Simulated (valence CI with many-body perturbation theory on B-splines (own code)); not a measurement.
## Which ion has this spectrum?

A relativistic CI+MBPT calculation for an atom or ion with 14 electrons gives these levels (cm⁻¹):

```
J  Parity       E     g
0    even       0      
1    even  123847  1.50
2    even  156217  1.25
2    even  305321  1.24
0    even  384289      
2     odd  614071  1.86
1     odd  730294  0.78
2     odd  760560  1.34
3     odd  804207  1.33
2     odd  873005  1.06
0     odd  876402      
1     odd  892149  1.31
2     odd  952734  0.94
1     odd  994491  1.55
```

The energies are calculated, and their last digits are not significant.

**Question.** Which is it?
A. Sr24+
B. Zr26+
C. Nb27+
D. Rb23+

**Answer.** B. Zr26+, ground level (3s^2 3p1/2^2) J=0.
